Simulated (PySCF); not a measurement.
1,1-difluoro-2-methylprop-1-ene (C4H6F2), SMILES CC(C)=C(F)F. Atoms are numbered in the order given.

```xyz
12

C      0.0000    -1.2856    -1.4013
C      0.0000     0.0000    -0.6347
C      0.0000     1.2856    -1.4013
C      0.0000     0.0000     0.6960
F      0.0000     1.0782     1.4530
F      0.0000    -1.0782     1.4530
H      0.8856    -1.3476    -2.0558
H      0.0000    -2.1630    -0.7419
H     -0.8856    -1.3476    -2.0558
H      0.0000     2.1630    -0.7419
H     -0.8856     1.3476    -2.0558
H      0.8856     1.3476    -2.0558
```

Coordinates come from a PBE0-D3(BJ)/def2-SVP optimisation.

Computed with TDDFT-PBE/def2-SVPD (PySCF 2.14.0).

Vertical excitations. Isolated molecule, no solvent. State labels are in the subgroup C2v.

Computed lowest excited states:
```
state  symmetry  energy (eV)  λ (nm)      f                        main pairs
-----  --------  -----------  ------  -----  --------------------------------
S1           B1         5.56     223  0.001                 HOMO→LUMO+1 100 %
S2           A2         6.49     191  0.000                 HOMO→LUMO+3 100 %
S3           B1         6.50     191  0.015                 HOMO→LUMO+2 100 %
S4           A1         7.11     174  0.351  HOMO→LUMO 80 %, HOMO→LUMO+5 18 %
S5           B1         7.44     167  0.004                 HOMO→LUMO+4 100 %
S6           A2         7.96     156  0.000                 HOMO→LUMO+6 100 %
S7           A1         8.03     154  0.067  HOMO→LUMO+5 74 %, HOMO→LUMO 13 %
S8           B1         8.29     150  0.009                  HOMO→LUMO+8 99 %
S9           A1         8.34     149  0.003                  HOMO→LUMO+7 88 %
S10          A2         8.53     145  0.000                  HOMO→LUMO+9 98 %
T1           A1         4.56     272      0                    HOMO→LUMO 99 %
T2           B1         5.44     228      0                 HOMO→LUMO+1 100 %
T3           B1         6.32     196      0                  HOMO→LUMO+2 99 %
T4           A2         6.39     194      0                 HOMO→LUMO+3 100 %
```
Triplets are in the Tamm–Dancoff approximation, which puts them higher than full response would, so one can lie above its singlet here.
